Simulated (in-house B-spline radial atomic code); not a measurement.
Settings and results of a run for Se²⁺. Level of theory: non-relativistic r2SCAN0, spin-polarised, spherical fractional occupations, exact exchange averaged over the configuration, point nucleus; calculated with a B-spline radial code for spherical atoms.

Command:
```bash
python run_scf.py task.json out
```
Settings:
```
Z                34
configuration    [Ar] 3d10 4s2 4p2
hamiltonian      nr
method           r2scan0
spin_polarised   True
exact_exchange   averaged over the configuration
```

Output (hartree, bohr):
```
 radial grid: 54 intervals, B-splines of order 8, outer radius 38.5185 bohr

 iter        energy (Eh)    residual
    1       -2400.363766    6.48e-02
    2       -2400.370229    2.80e-03
    3       -2400.370387    1.34e-03
    4       -2400.370391    6.54e-04
    5       -2400.370392    2.95e-05
    6       -2400.370392    6.57e-06
    7       -2400.370392    1.05e-06
    8       -2400.370392    5.52e-07
    9       -2400.370392    4.89e-08

 total energy                     -2400.37039
 kinetic                            2398.9765
 electron-nucleus                  -5714.7412
 Hartree                            1001.8325
 exact exchange                      -21.1694
 exchange-correlation                -65.2689

 orbital      occ     eigenvalue          <r>       <r^2>       <1/r>     <1/r^2>       <r^4>       r_max
 1s up      1.000      -456.0072     0.044996  0.00271205     33.4963     2255.19 1.87205e-05     0.02972
 1s down    1.000      -455.9993    0.0449953  0.00271197     33.4967     2255.23 1.87196e-05     0.02972
 2s up      1.000       -59.4176     0.199665   0.0469517     7.42349     225.031  0.00380447      0.1679
 2s down    1.000       -59.4156     0.199659   0.0469475     7.42338     225.015  0.00380335      0.1679
 2p up      3.000       -53.3339     0.172774   0.0364873     7.38045     74.2476  0.00266475      0.1334
 2p down    3.000       -53.3271     0.172785    0.036491     7.37991     74.2369  0.00266502      0.1334
 3s up      1.000        -8.9139     0.582935    0.390786     2.43288     36.3358    0.242997      0.5108
 3s down    1.000        -8.9051     0.583031    0.390767      2.4315     36.2812    0.242353       0.511
 3p up      3.000        -6.7871     0.593078    0.412114     2.31191     11.5876    0.289232      0.5044
 3p down    3.000        -6.7756     0.593033    0.411756     2.31094     11.5754     0.28737      0.5047
 3d up      5.000        -3.0409     0.625448    0.487139     2.03812     5.45122    0.526167      0.4541
 3d down    5.000        -3.0297      0.62243    0.480756     2.04315     5.47092    0.504002      0.4542
 4s up      1.000        -1.4883      1.73039     3.39036    0.755116     4.16003     17.5896       1.509
 4s down    1.000        -1.3563      1.72536     3.37972    0.760779     4.26381     17.6808       1.498
 4p up      2.000        -1.0321      1.98096     4.47002    0.652256     1.20146     31.3471       1.705

 Slater integrals (Eh)
   F0(4s up,4s up)               0.520438
   F0(4s up,4s down)             0.521256
   F0(4s up,4p up)               0.483868
   G1(4s up,4p up)               0.327650
   F0(4s down,4s down)           0.522087
   F0(4s down,4p up)             0.484430
   F0(4p up,4p up)               0.454941
   F2(4p up,4p up)               0.242327
```

Time taken, with all properties: 0.71 s on 1 thread of Arm Neoverse N1 (shared host).
